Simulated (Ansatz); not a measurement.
Consider the hydrogenolysis of the Al–B bond: `[BH2][Al]([SiH3])[O][SiH3]` + H₂ → `[SiH3][O][AlH][SiH3]` + BH₃.

Isolated molecules relaxed with PBE0-D4/def2-TZVP in Ansatz; ΔE leaves out vibrations. CCSD(T)/CBS is the MP2 limit (def2-TZVPP, def2-QZVPP) plus CCSD(T) − MP2 in def2-TZVPP, frozen cores. This one scheme is used for every species. Each species was taken in one conformer, which may not be the lowest.

`[BH2][Al]([SiH3])[O][SiH3]`:

Cartesian coordinates in Å:
```
B -1.922 1.274 1.537
Al -0.477 0.100 0.519
Si 0.134 -2.226 1.056
O 0.331 0.802 -0.792
Si 1.250 1.174 -2.078
H -1.645 1.974 2.471
H -3.085 1.265 1.244
H -0.476 -3.174 0.077
H -0.339 -2.636 2.410
H 1.609 -2.439 1.014
H 1.665 -0.057 -2.804
H 2.470 1.902 -1.638
H 0.486 2.042 -3.014
```

H₂:

```xyz
2

H     0.020   -0.269    0.258
H    -0.020    0.269   -0.258
```

`[SiH3][O][AlH][SiH3]`:

Cartesian coordinates in Å:
```
Si -2.371 -0.208 -0.317
O -0.840 -0.448 -0.807
Al 0.842 -0.502 -0.917
Si 2.147 0.513 0.893
H -2.401 0.371 1.054
H -3.056 0.730 -1.246
H -3.106 -1.500 -0.305
H 1.452 -1.195 -2.203
H 1.344 0.691 2.135
H 3.344 -0.309 1.232
H 2.644 1.858 0.481
```

BH₃:

Cartesian coordinates in Å:
```
B 0.000 0.000 0.000
H 0.440 0.039 -1.109
H 0.462 0.699 0.850
H -0.902 -0.738 0.259
```

```tsv
species	MP2/CBS(def2) energy (Eh)
`[BH2][Al]([SiH3])[O][SiH3]`	-924.89917
H₂	-1.16771
`[SiH3][O][AlH][SiH3]`	-899.55672
BH₃	-26.52763
```

(1) Work out ΔE.

Largest T1 diagnostic among the species: 0.013.

Results:

(1) ΔE = (-899.55672) + (-26.52763) − (-924.89917) − (-1.16771) = -0.01747 Eh = -45.9 kJ/mol. CCSD(T)/CBS gives -42.8 kJ/mol.

The D4 term adds +5.1 kJ/mol with B3LYP and +3.0 kJ/mol with PBE0; it sums over pairs of atoms, weighted by their polarisabilities, and B3LYP, whose exchange is more repulsive, gets the larger term. From PBE to PBE0 (25 % exact exchange), in def2-TZVPP and without D4, ΔE moves by −6.3 kJ/mol. In def2-TZVPP, CCSD(T) changes the Hartree–Fock value by +25.5 kJ/mol (the triples alone add +4.0 kJ/mol) and MP2 by +22.4 kJ/mol.

B3LYP here is the variant with VWN-RPA as its local correlation; programs differ in this.
